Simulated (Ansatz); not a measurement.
# Abstraction of H: C2H6Se + C2H2N → C2H5Se + C2H3N

Species: C2H6Se `CC[SeH]`, singlet; C2H2N `[CH2]C#N`, doublet; C2H5Se `CC[Se]`, doublet; C2H3N (acetonitrile) `CC#N`, singlet. A radical takes H: the energy is the difference in strength between the Se–H bond broken and the C–H bond made.

Shapes, held fixed at every level: PBE0-D4/def2-TZVP. Flexible molecules stand in one conformer, not always the lowest. Programs: Ansatz 0.2.0. The zero-point and thermal change to 298 K, harmonic and unscaled (PBE0-D4/def2-TZVP), is +12.7 kJ/mol.

```json
{"level": "HF/def2-SVP", "kind": "Hartree–Fock", "ΔH(298 K) (kJ/mol)": "-64.8", "CPU time (sum over the molecules)": "–"}
{"level": "r2SCAN-D4/def2-TZVPP", "kind": "meta-GGA", "ΔH(298 K) (kJ/mol)": "-50.9", "CPU time (sum over the molecules)": "91 s"}
{"level": "B3LYP-D4/def2-TZVPP", "kind": "global hybrid", "ΔH(298 K) (kJ/mol)": "-63.0", "CPU time (sum over the molecules)": "60 s"}
{"level": "BHLYP-D4/def2-TZVPP", "kind": "global hybrid", "ΔH(298 K) (kJ/mol)": "-68.7", "CPU time (sum over the molecules)": "45 s"}
{"level": "PBE0-D4/def2-TZVPP", "kind": "global hybrid", "ΔH(298 K) (kJ/mol)": "-64.4", "CPU time (sum over the molecules)": "42 s"}
{"level": "wB97M-V/def2-TZVPP", "kind": "range-separated hybrid", "ΔH(298 K) (kJ/mol)": "-76.9", "CPU time (sum over the molecules)": "2.3 min"}
{"level": "wB97X-V/def2-TZVPP", "kind": "range-separated hybrid", "ΔH(298 K) (kJ/mol)": "-73.2", "CPU time (sum over the molecules)": "96 s"}
{"level": "B2PLYP/def2-TZVPP", "kind": "double hybrid", "ΔH(298 K) (kJ/mol)": "-72.8", "CPU time (sum over the molecules)": "53 s"}
```

B2PLYP/def2-TZVPP gives ΔH(298 K) = -72.8 kJ/mol; the levels span -76.9 to -50.9. The median of the levels is -66.8. No measured value is set beside it here. Spin contamination: C2H2N (⟨S²⟩ up to 0.93). Open shells run unrestricted unless RO is named. Relativity is left out for Se unless named. Correlated rows may include outer-core shells of Se, which these sets cover unevenly. Times are processor times on shared x86 and Arm servers, and rough.
